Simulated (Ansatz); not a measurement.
HBr, charge -1, doublet, geometry from GFN2-xTB of the parent state (a state made from the parent by changing its charge; the spin is typed, not shown lowest) (a gas-phase anion, which may not be bound at this level); B3LYP/def2-TZVP (Ansatz, a first-principles code).

Ansatz was given this input:
Ansatz 0.2 input:
```yaml
crystal:
  periodic: [false, false, false]
  atoms:
    - {symbol: Br, position_ang: [-0.00000000, -0.00000000, -0.03893503]}
    - {symbol: H, position_ang: [0.00000000, 0.00000000, 1.36272591]}
basis:
  gaussian:
    orbitals: def2-TZVP
hamiltonian:
  xc: b3lyp
total_charge: -1
magnetization: {spin_polarized: false, initial_magnetization: 1}
```

**Question.** Predict the main parts of the log of this Ansatz run.

**Answer.** 
```
Functional definition: B3LYP
374 factors; integrals over basis functions are off by at most 1.3e-3 eV
mean field evaluation 1: about -70059.7314 eV, gradient 3.2e1 eV
mean field evaluation 2: about -70059.7784 eV, gradient 3.2e1 eV
mean field evaluation 4: about -70061.6064 eV, gradient 1.8e0 eV
mean field evaluation 8: about -70061.6179 eV, gradient 2.0e-1 eV
mean field evaluation 16: about -70061.6180 eV, gradient 3.2e-5 eV
a density is far from that of the atoms, so the factors are made again for it
378 factors; integrals over basis functions are off by at most 1.3e-3 eV
mean field -70061.61805591 eV, -2574.7169740842 hartree, gradient 1.9e-5 eV, S^2 0.750000; 0 other end points of the search recorded, 0 dependent functions left out
reference -70061.61820483 eV, -2574.7169795571 hartree; 19, 18 occupied and 35, 36 virtual orbitals, 378 factors
Total energy: -70061.61820483 eV, -2574.7169795571 hartree
```
